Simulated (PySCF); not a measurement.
# Two-component Hartree-Fock for Re (rhenium, neutral)

Start: [Xe] 4f14 5d5 6s2; 5d3/2 filled at m_j = -3/2, -1/2, +1/2, +3/2; 5d5/2 filled at m_j = +5/2. Calculated with PySCF 2.14 in x2c-QZVPPall-2c: generalised Hartree-Fock with the X2C-1e Hamiltonian and a Gaussian nucleus; one run each with spin-orbit coupling (SO) switched off, then screened by Boettger's factors.

```json
{"spinor shell": "1s1/2", "electrons": "2", "ε, spin-free (eV)": "-72068.5", "ε, screened SO (eV)": "-72045.7", "weight of nominal j (screened SO)": "1.000", "rms radius, screened SO (bohr)": "0.0204"}
{"spinor shell": "2s1/2", "electrons": "2", "ε, spin-free (eV)": "-12639.2", "ε, screened SO (eV)": "-12632.0", "weight of nominal j (screened SO)": "1.000", "rms radius, screened SO (bohr)": "0.0824"}
{"spinor shell": "2p1/2", "electrons": "2", "ε, spin-free (eV)": "-11035.0", "ε, screened SO (eV)": "-12065.7", "weight of nominal j (screened SO)": "1.000", "rms radius, screened SO (bohr)": "0.0700"}
{"spinor shell": "2p3/2", "electrons": "4", "ε, spin-free (eV)": "-11035.0", "ε, screened SO (eV)": "-10620.0", "weight of nominal j (screened SO)": "1.000", "rms radius, screened SO (bohr)": "0.0775"}
{"spinor shell": "3s1/2", "electrons": "2", "ε, spin-free (eV)": "-2989.6", "ε, screened SO (eV)": "-2987.4", "weight of nominal j (screened SO)": "1.000", "rms radius, screened SO (bohr)": "0.210"}
{"spinor shell": "3p1/2", "electrons": "2", "ε, spin-free (eV)": "-2508.4", "ε, screened SO (eV)": "-2735.0", "weight of nominal j (screened SO)": "1.000", "rms radius, screened SO (bohr)": "0.202"}
{"spinor shell": "3p3/2", "electrons": "4", "ε, spin-free (eV)": "-2508.4", "ε, screened SO (eV)": "-2415.7", "weight of nominal j (screened SO)": "1.000", "rms radius, screened SO (bohr)": "0.217"}
{"spinor shell": "3d3/2", "electrons": "4", "ε, spin-free (eV)": "-1956.4", "ε, screened SO (eV)": "-1996.8", "weight of nominal j (screened SO)": "1.000", "rms radius, screened SO (bohr)": "0.192"}
{"spinor shell": "3d5/2", "electrons": "6", "ε, spin-free (eV)": "-1956.4", "ε, screened SO (eV)": "-1927.8", "weight of nominal j (screened SO)": "1.000", "rms radius, screened SO (bohr)": "0.196"}
{"spinor shell": "4s1/2", "electrons": "2", "ε, spin-free (eV)": "-657.05", "ε, screened SO (eV)": "-656.37", "weight of nominal j (screened SO)": "1.000", "rms radius, screened SO (bohr)": "0.468"}
{"spinor shell": "4p1/2", "electrons": "2", "ε, spin-free (eV)": "-496.35", "ε, screened SO (eV)": "-549.81", "weight of nominal j (screened SO)": "1.000", "rms radius, screened SO (bohr)": "0.476"}
{"spinor shell": "4p3/2", "electrons": "4", "ε, spin-free (eV)": "-496.35", "ε, screened SO (eV)": "-474.36", "weight of nominal j (screened SO)": "1.000", "rms radius, screened SO (bohr)": "0.509"}
{"spinor shell": "4d3/2", "electrons": "4", "ε, spin-free (eV)": "-290.71", "ε, screened SO (eV)": "-299.12", "weight of nominal j (screened SO)": "0.999", "rms radius, screened SO (bohr)": "0.531"}
{"spinor shell": "4d5/2", "electrons": "6", "ε, spin-free (eV)": "-290.71", "ε, screened SO (eV)": "-284.62", "weight of nominal j (screened SO)": "1.000", "rms radius, screened SO (bohr)": "0.543"}
{"spinor shell": "5s1/2", "electrons": "2", "ε, spin-free (eV)": "-100.68", "ε, screened SO (eV)": "-100.53", "weight of nominal j (screened SO)": "1.000", "rms radius, screened SO (bohr)": "1.12"}
{"spinor shell": "5p1/2", "electrons": "2", "ε, spin-free (eV)": "-57.276", "ε, screened SO (eV)": "-66.926", "weight of nominal j (screened SO)": "0.922", "rms radius, screened SO (bohr)": "1.25"}
{"spinor shell": "4f5/2", "electrons": "6", "ε, spin-free (eV)": "-60.163", "ε, screened SO (eV)": "-61.487", "weight of nominal j (screened SO)": "0.991", "rms radius, screened SO (bohr)": "0.634"}
{"spinor shell": "5p3/2", "electrons": "4", "ε, spin-free (eV)": "-57.276", "ε, screened SO (eV)": "-53.185", "weight of nominal j (screened SO)": "0.961", "rms radius, screened SO (bohr)": "1.33"}
{"spinor shell": "5d3/2", "electrons": "4", "ε, spin-free (eV)": "-12.083", "ε, screened SO (eV)": "-12.172", "weight of nominal j (screened SO)": "0.592", "rms radius, screened SO (bohr)": "1.99"}
{"spinor shell": "5d5/2", "electrons": "1", "ε, spin-free (eV)": "-12.083", "ε, screened SO (eV)": "-11.580", "weight of nominal j (screened SO)": "1.000", "rms radius, screened SO (bohr)": "2.03"}
{"spinor shell": "6s1/2", "electrons": "2", "ε, spin-free (eV)": "-7.494", "ε, screened SO (eV)": "-7.492", "weight of nominal j (screened SO)": "1.000", "rms radius, screened SO (bohr)": "3.61"}
```

(1) Where does 4f7/2 lie, and what is the 4f spin-orbit splitting (screened SO)?

| quantity | spin-free | screened SO |
| --- | --- | --- |
| E (hartree) | -16680.11309 | -16700.98061 |
| M_J | 5/2 | 5/2 |
| ⟨J²⟩ | 8.804 | 8.805 |
| ⟨L²⟩ | 0.000 | 0.226 |
| ⟨S²⟩ | 8.804 | 8.740 |

Each row is a mean over spinors that exchange with the open shell spreads, by up to 8.195 eV (5p3/2).

Rows whose weight is well below 1 are mixtures of j = l ± 1/2: exchange outweighs spin-orbit coupling there, and the label is only the starting occupation.

⟨J²⟩ departs a little from M_J(M_J + 1) because the unrestricted spinors polarise the closed shells.

Breit and QED terms are absent; they matter most for the inner s and p1/2 levels.

Densities and radii are taken from the X2C orbitals without a picture-change correction, which distorts them close to the nucleus.

Without spin-orbit coupling the j labels of p, d and f shells carry no meaning; the spin-free column gives the mean over the occupied spinors of each nl shell.

Answers

(1) At -58.684 eV, 2.804 eV above 4f5/2.
